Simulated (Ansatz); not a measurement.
Li8Al⁻. The state is a triplet with charge -1. Geometry r2SCAN-D4/def2-TZVPD, that of the charge -1 singlet; atoms count from 1.

```xyz
9

Li    1.522   -1.513   -0.985
Li    0.901    0.682   -3.109
Li    2.280   -1.560    2.083
Li   -1.506    2.177   -2.015
Li   -0.475   -1.520    1.044
Li    0.785    0.988    0.333
Li   -2.100    0.802    0.718
Li   -0.532    0.237    3.407
Al   -0.876   -0.293   -1.476
```

At PBE0-D4/def2-TZVPD a singlet of charge -1 lies 0.10 eV below the triplet at the same geometry. That singlet is doubtful there (restricted singlet, unstable towards broken spin symmetry at other levels and untested here). The structure comes from a short search, and lower isomers may exist.

(1) Estimate the Mulliken populations from the PBE0/def2-TZVPD orbitals of Ansatz.

(2) Where does the spin sit?

(3) And the Mayer bond orders between bonded heavy atoms (over 0.3)?

## Answers

(1) 
| atom | charge (e) | spin (α − β) |
| --- | --- | --- |
| Li1 | 0.17 | 0.36 |
| Li2 | 0.35 | 0.16 |
| Li3 | -0.14 | 0.53 |
| Li4 | 0.35 | 0.16 |
| Li5 | -0.40 | -0.01 |
| Li6 | 0.39 | -0.19 |
| Li7 | 0.16 | 0.36 |
| Li8 | -0.14 | 0.54 |
| Al9 | -1.73 | 0.09 |
Mulliken values and Mayer orders depend strongly on the basis. With diffuse functions, as here, like atoms can get unlike values, and bond orders can come out too low or too high.

(2) Summed by element: Li 1.91, Al 0.09, of 2 unpaired in all. Largest on single atoms: Li8 0.54, Li3 0.53, Li1 0.36.

(3) Li1–Al9 0.53 (2.74 Å); Li2–Al9 0.65 (2.60 Å); Li3–Li5 0.40 (2.95 Å); Li4–Al9 0.64 (2.61 Å); Li5–Li6 0.31 (2.90 Å); Li5–Li8 0.40 (2.95 Å); Li5–Al9 0.58 (2.83 Å); Li6–Al9 0.34 (2.77 Å); Li7–Al9 0.53 (2.74 Å). Values over 0.3 also appear between atoms too far apart for a bond (Li1–Li3 0.30 at 3.16 Å; Li3–Li8 0.32 at 3.59 Å; Li7–Li8 0.30 at 3.16 Å); they arise where an orbital or an unpaired electron spreads over both atoms.
